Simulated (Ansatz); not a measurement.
Consider the formal hydrolysis of a B–B bond: `CNBB(O)S` + H₂O → `CNBO` + `OBS`.

Computed with Ansatz on PBE0-D4/def2-TZVP structures; ΔE is electronic, products minus reactants. CCSD(T)/CBS adds triple-zeta CCSD(T) − MP2 to the extrapolated MP2 energy (def2 sets, frozen cores). This one scheme is used for every species. Functionals use def2-TZVPP. One conformer a species, not always the lowest.

`CNBB(O)S`:

Z-matrix (Å, degrees):
```
C
N 1 1.444
H 1 1.090 2 109.0
H 1 1.094 2 111.4 3 -119.7
H 1 1.094 2 111.3 3 119.6
B 2 1.385 1 127.5 3 0.5
H 2 1.010 1 113.6 3 -179.7
B 6 1.705 2 120.6 1 179.2
H 6 1.207 2 116.7 1 0.6
O 8 1.363 6 124.2 2 -150.5
S 8 1.817 6 118.5 2 29.1
H 10 0.961 8 112.0 6 -1.5
H 11 1.345 8 97.8 6 -176.3
```

H₂O:

Cartesian coordinates in Å:
```
O 0.139 0.250 0.264
H -0.706 -0.204 0.278
H 0.567 -0.046 -0.542
```

`CNBO`:

Z-matrix (Å, degrees):
```
C
N 1 1.440
H 1 1.095 2 112.0
H 1 1.091 2 109.1 3 119.3
H 1 1.095 2 112.0 3 -121.5
B 2 1.395 1 126.3 3 -119.4
H 2 1.009 1 115.2 3 60.6
O 6 1.374 2 118.7 1 -180.0
H 6 1.203 2 119.7 1 0.0
H 8 0.957 6 112.4 2 -180.0
```

`OBS`:

```xyz
6

O    -0.379    1.300   -0.630
B    -0.325    0.189    0.136
S     0.991   -1.040   -0.074
H     0.323    1.384   -1.282
H    -1.173    0.036    0.961
H     0.564   -1.869    0.890
```

Problem. Is it downhill or uphill in electronic energy at CCSD(T)/CBS, and by how much? (An estimate is asked.)

Solution. Computed: Downhill: ΔE = -29.6 kcal/mol.

Problem. What do these levels give: r2SCAN0-D4, PBE, LC-ωPBE, CCSD/def2-TZVPP, HF/def2-QZVPP, MP2/def2-QZVPP? (Best estimate.)

Solution. Computed: r2SCAN0-D4 -32.0, PBE -29.7, LC-ωPBE -31.6, CCSD/def2-TZVPP -31.3, HF/def2-QZVPP -37.7, MP2/def2-QZVPP -30.6 kcal/mol.

Problem. What do rigid-rotor, harmonic-oscillator terms from PBE0-D4/def2-TZVP frequencies (298.15 K, 1 bar) make of the CCSD(T)/CBS value? (An estimate is asked.)

Solution. Ansatz gave: ΔZPE = +0.8 kcal/mol, ΔH = -29.8 kcal/mol, ΔS = 7 J/(mol·K), ΔG = -30.3 kcal/mol.

Largest T1 diagnostic among the species: 0.014.

From BLYP to BHLYP (50 % exact exchange), in def2-TZVPP and without D4, ΔE moves by −2.3 kcal/mol. The D4 term adds +1.9 kcal/mol with B3LYP and +1.1 kcal/mol with PBE0; it sums over pairs of atoms, weighted by their polarisabilities, and B3LYP, whose exchange is more repulsive, gets the larger term. At CCSD(T), def2-SVP lies −5.1 kcal/mol from the extrapolated value and def2-TZVPP −0.8 kcal/mol.

B3LYP here is the variant with VWN-RPA as its local correlation; programs differ in this.
